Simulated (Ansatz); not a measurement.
C$_{2}$HF$_{2}$In, SMILES `C#[C][In]([F])[F]`. Charge 0, multiplicity 1. In takes the def2 core potential.

```csv
atom,x (Å),y (Å),z (Å)
C1,-0.205,0.818,1.835
C2,-0.082,0.330,0.740
In3,0.125,-0.496,-1.114
F4,-0.548,-2.220,-1.655
F5,1.024,0.319,-2.611
H6,-0.314,1.249,2.805
```

(1) What are the harmonic wavenumbers in cm⁻¹ at PBE0-D4/def2-TZVP (Ansatz, finite differences of forces, unscaled)? (An estimate is asked.)

(2) Is this a minimum?

(3) Give the ideal-gas thermochemistry at 298.15 K and 1 bar (rigid rotor, harmonic oscillator; point group C2v, symmetry number 2).

Results:

(1) Ansatz gave: 77, 107, 146, 221, 229, 465, 613, 620, 726, 746, 2150, 3458.

(2) Yes, all 12 modes are real.

(3) Zero-point energy 57.2 kJ/mol; H(298) − E = 77.5 kJ/mol; entropy 348.9 J/(mol·K), of which translation 173.5, rotation 108.5, vibration 66.9; G(298) − E = -26.6 kJ/mol. Modes under 100 cm⁻¹ are hindered rotations or soft bends, so the harmonic entropy is rough.
